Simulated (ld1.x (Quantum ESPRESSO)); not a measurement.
## Ranking PAW potentials for potassium (K)

All share these settings but for the change named:

ld1.x (Quantum ESPRESSO) 7.5 input, shortened:

```
&input
   title='K', zed=19., rel=1, dft='PBE', iswitch=3,
   config='[Ar] 3d-2 4s1 4p0'
 /
 &inputp
   pseudotype=3, lpaw=.true., tm=.true., lloc=-1, rcloc=2.40,
   nlcc=.true., rcore=1.25,
   which_augfun='BESSEL', rmatch_augfun=1.75
 /
6
3S  1  0   2.00   0.00  1.70  1.90  0.0
4S  2  0   1.00   0.00  1.70  1.90  0.0
3P  2  1   6.00   0.00  2.00  2.55  0.0
4P  3  1   0.00   0.00  2.00  2.55  0.0
3D  3  2  -2.00   0.15  1.85  2.00  0.0
3D  3  2  -2.00   1.20  1.85  2.00  0.0
 &test
   configts(1)='3s2 3p6 4s1 4p0'
 /
```

Cutoff: the first of the cutoffs (Ry, on a coarse ladder) from which the occupation-weighted sum of valence levels, in a spherical-Bessel basis at the reference potential, stays within 10 and 1 mRy of its value at 400 Ry; the density cutoff is not measured.

The base gives 15 Ry.

Of 8 variants that were run, those that failed, showed a ghost or another fault, or gave nearly equal values are left out.

Q: Rank these variants from softest to hardest (loose cutoff).
A. all radii but the core radius scaled by about 1.20 (s 2.28, p 3.06, d 2.40 bohr, rcut 2.04/2.40/2.22); local potential all-electron potential smoothed inside 2.88 bohr (lloc = -1); augmentation BESSEL, radius 2.10 bohr
B. all radii but the core radius scaled by about 0.86 (s 1.64, p 2.20, d 1.72 bohr, rcut 1.46/1.72/1.60); local potential all-electron potential smoothed inside 2.06 bohr (lloc = -1); augmentation BESSEL, radius 1.50 bohr
C. all radii but the core radius scaled by about 0.77 (s 1.46, p 1.96, d 1.54 bohr, rcut 1.32/1.54/1.42); local potential all-electron potential smoothed inside 1.86 bohr (lloc = -1); augmentation BESSEL, radius 1.36 bohr
D. all radii but the core radius scaled by about 1.40 (s 2.66, p 3.58, d 2.80 bohr, rcut 2.38/2.80/2.60); local potential all-electron potential smoothed inside 3.36 bohr (lloc = -1); augmentation BESSEL, radius 2.46 bohr

A: D (10 Ry), A (12 Ry), B (18 Ry), C (21 Ry).
